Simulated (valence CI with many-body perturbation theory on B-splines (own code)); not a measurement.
P XI: electric-dipole lines

Method: relativistic CI+MBPT: three valence electrons over a frozen Dirac-Fock core [He], a basis of 11 s, 11 p, 9 d, 7 f, 5 g, 2 h, 1 i functions for each j, with the one-electron correlation potential Σ1, the two-electron term Σ2, the three-electron term Σ3, Breit, model QED; selected CI, second order for the rest, scaled by the run's own slope (own B-spline code, finite nucleus).

No measured spectrum was set against this ion. As an estimate, levels of excited configurations hold to 0.05 to 0.15 % of their energy, terms of the ground configuration to about 0.5 %.

Lines 201 to 246 of 246 in falling wavelength, among levels below 339.01 eV, chosen from the strongest by gf and those to the six lowest levels. Wavelengths and rates use the calculated energies, so an error of 300 cm⁻¹ moves a line at 41.99 Å by 0.013 % and its rate by three times that or more. Electric multipoles are in the length gauge, E1 and E2 with the static RPA response of the core. Weak lines are less certain than strong ones. Lines between different terms over intervals too small for the method are left out, as are lines whose strength nearly cancels. Where a level lies close to another of its J and parity, the split of strength between their lines is uncertain. The highest levels of a list are the least certain.

Names give the largest LS component (configuration and term), which can be under half, so a name can repeat, a term be missing and a line seem to break the LS rules; names also repeat where a configuration has a term twice. Letters in brackets count levels of one name in rising energy.

```csv
λ vac (Å),Upper,Lower,A (s⁻¹),S (a.u.)
41.99,2s 2p 3d 2F°_5/2 [b],2s 2p2 2D_3/2,1.10e+12,2.41e-01
41.80,2s 2p 3d 2D°_3/2 [b],2s 2p2 2D_3/2,1.63e+11,2.35e-02
41.78,2s 2p 3d 2D°_5/2 [b],2s 2p2 2D_5/2,1.37e+11,2.96e-02
41.78,2s 2p 3d 2D°_5/2 [b],2s 2p2 2D_3/2,9.73e+09,2.10e-03
41.55,2s 2p 3d 2P°_1/2 [b],2s 2p2 2D_3/2,3.10e+10,2.20e-03
41.54,2s 2p 3d 2P°_3/2 [b],2s 2p2 2D_3/2,7.93e+08,1.12e-04
41.51,2s 2p 3d 2P°_3/2 [a],2s 2p2 4P_3/2,6.00e+08,8.48e-05
41.45,2s 2p 3d 2P°_3/2 [a],2s 2p2 4P_1/2,5.71e+08,8.03e-05
41.39,2s 2p 3d 2P°_1/2 [a],2s 2p2 4P_1/2,1.65e+09,1.16e-04
41.17,2s 2p 3p 4D_1/2,2s2 2p 2P°_3/2,7.01e+10,4.83e-03
41.12,2s 2p 3p 4D_3/2,2s2 2p 2P°_3/2,1.77e+11,2.43e-02
41.07,2s 2p 3p 2P_1/2 [a],2s2 2p 2P°_3/2,7.88e+10,5.39e-03
41.05,2s 2p 3p 2P_3/2 [a],2s2 2p 2P°_3/2,2.22e+11,3.03e-02
41.00,2s 2p 3p 4D_1/2,2s2 2p 2P°_1/2,1.83e+11,1.25e-02
40.96,2s 2p 3p 4D_3/2,2s2 2p 2P°_1/2,5.07e+10,6.88e-03
40.91,2s 2p 3p 2P_1/2 [a],2s2 2p 2P°_1/2,2.10e+11,1.42e-02
40.89,2s 2p 3p 2P_3/2 [a],2s2 2p 2P°_1/2,6.95e+10,9.38e-03
40.76,2s 2p 3p 4S_3/2,2s2 2p 2P°_3/2,9.69e+09,1.29e-03
40.60,2s 2p 3p 4S_3/2,2s2 2p 2P°_1/2,3.53e+09,4.67e-04
40.59,2s 2p 3p 4P_1/2,2s2 2p 2P°_3/2,6.51e+08,4.29e-05
40.54,2s 2p 3p 4P_3/2,2s2 2p 2P°_3/2,1.48e+09,1.94e-04
40.50,2s 2p 3p 4P_5/2,2s2 2p 2P°_3/2,1.24e+10,2.43e-03
40.43,2s 2p 3p 4P_1/2,2s2 2p 2P°_1/2,1.41e+09,9.20e-05
40.40,2s 2p 3p 2D_3/2 [a],2s2 2p 2P°_3/2,1.28e+11,1.67e-02
40.38,2s 2p 3p 4P_3/2,2s2 2p 2P°_1/2,1.44e+09,1.88e-04
40.30,2s 2p 3p 2D_5/2 [a],2s2 2p 2P°_3/2,5.89e+11,1.14e-01
40.24,2s 2p 3p 2D_3/2 [a],2s2 2p 2P°_1/2,4.71e+11,6.07e-02
39.91,2s 2p 3p 2S_1/2 [a],2s2 2p 2P°_3/2,4.38e+11,2.75e-02
39.80,2s 2p 3d 2F°_7/2 [b],2s 2p2 4P_5/2,2.37e+08,5.89e-05
39.76,2s 2p 3p 2S_1/2 [a],2s2 2p 2P°_1/2,1.86e+11,1.16e-02
38.21,2s 2p 3p 2D_3/2 [b],2s2 2p 2P°_3/2,7.15e+10,7.88e-03
38.21,2s 2p 3p 2P_1/2 [b],2s2 2p 2P°_3/2,8.05e+10,4.44e-03
38.20,2s 2p 3p 2D_5/2 [b],2s2 2p 2P°_3/2,5.76e+10,9.50e-03
38.18,2s 2p 3p 2P_3/2 [b],2s2 2p 2P°_3/2,1.10e+11,1.20e-02
38.07,2s 2p 3p 2D_3/2 [b],2s2 2p 2P°_1/2,1.08e+10,1.17e-03
38.07,2s 2p 3p 2P_1/2 [b],2s2 2p 2P°_1/2,1.10e+11,5.99e-03
38.04,2s 2p 3p 2P_3/2 [b],2s2 2p 2P°_1/2,5.66e+10,6.15e-03
37.92,2s 2p 3p 2S_1/2 [b],2s2 2p 2P°_3/2,6.27e+10,3.37e-03
37.78,2s 2p 3p 2S_1/2 [b],2s2 2p 2P°_1/2,3.89e+10,2.07e-03
37.42,2p2 3s 4P_3/2,2s2 2p 2P°_3/2,2.82e+08,2.91e-05
37.34,2p2 3s 4P_5/2,2s2 2p 2P°_3/2,1.40e+08,2.16e-05
37.33,2p2 3s 4P_1/2,2s2 2p 2P°_1/2,4.21e+08,2.16e-05
36.87,2p2 3s 2P_1/2,2s2 2p 2P°_3/2,1.16e+10,5.72e-04
36.80,2p2 3s 2P_3/2,2s2 2p 2P°_3/2,2.54e+10,2.50e-03
36.74,2p2 3s 2P_1/2,2s2 2p 2P°_1/2,2.36e+10,1.15e-03
36.67,2p2 3s 2P_3/2,2s2 2p 2P°_1/2,7.51e+09,7.31e-04
```
